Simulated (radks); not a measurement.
Values are calculated unless marked as measured or tabulated.
Lu69+, 2 electrons, occupied as [He].

Code: a radial shooting solver on a logarithmic mesh with Libxc functionals. Model: scalar-relativistic Kohn-Sham, r2SCAN, spin-polarised, spherical densities, finite nucleus; meta-GGA in the generalised Kohn-Sham scheme; Fermi nuclear charge, rms radius 5.37 fm.

Energy parts (eV):
total: -146499.83
kinetic: 170960.30
electron-nucleus: -318794.83
Hartree: 2687.39
exchange-correlation: -1352.69

Orbitals (lengths in bohr, moments of r in powers of bohr; r(max) is where P^2 peaks):
orbital  occ.  eigenvalue (eV)      <r>      <r^2>   r(max)
1s          2        -72135.01  0.01922  0.0005058  0.01211

The highest occupied level is 1s at -72135 eV. The electron density at the nucleus is 1.014e+06 e/bohr^3 (large components only). For comparison, the ionisation energy in NIST's Atomic Spectra Database is 72322.9 eV (theoretical). In exact Kohn-Sham theory the highest level is minus the ionisation energy, but local and semilocal functionals leave it too shallow, through self-interaction and a potential that decays too fast; potentials with the right tail come closer. The density falls to 0.001 e/bohr^3 at r = 0.13 bohr. Summed over all electrons, <r^2> = 0.001012 bohr^2, which gives a Langevin (diamagnetic) susceptibility term of -0.000801 x 10^-6 cm^3/mol.
